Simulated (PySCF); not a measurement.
A structure optimised at B3LYP-D3(BJ)/def2-SVP, used in a PySCF frequency run:

```xyz
7

Te     0.0182     0.3788     0.8753
S      1.5918     1.5108    -0.6380
H      0.7099     2.4198    -1.1199
Ge    -0.7615    -1.2950    -0.9476
H      0.4481    -2.1041    -1.4493
H     -1.8059    -2.2302    -0.3002
H     -1.3971    -0.5139    -2.1137
```

Write its SMILES and formula.

S[Te][GeH3], GeH4STe

What are its rotational constants (standard atomic weights)?

3.3245, 1.2830, 0.94292 GHz
